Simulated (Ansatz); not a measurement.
FHTe (SMILES F[TeH]), charge 0, multiplicity 1, relaxed at each level with Ansatz (an electronic-structure program); harmonic frequencies from differences of analytic forces, average atomic masses, frozen cores. Elements past Kr take the def2 small-core potentials, without spin–orbit coupling.

Give the equilibrium geometry, the harmonic frequencies and the zero-point energy at PBE/def2-TZVPP.


(charge 0, multiplicity 1):
```xyz
3

Te     0.1850    -0.0620     0.2036
H      1.3184    -0.3236    -1.0089
F     -1.2267     0.3966    -1.0459
```
Frequencies (cm⁻¹): 582, 668, 2042. Zero-point energy 4.71 kcal/mol.

Give the equilibrium geometry, the harmonic frequencies and the zero-point energy at CCSD(T)/def2-TZVPP.


(charge 0, multiplicity 1):
```xyz
3

Te     0.18185    -0.06077     0.19612
H      1.30189    -0.31908    -1.00658
F     -1.20694     0.39075    -1.04068
```
Frequencies (cm⁻¹): 617, 715, 2136. Zero-point energy 4.96 kcal/mol.
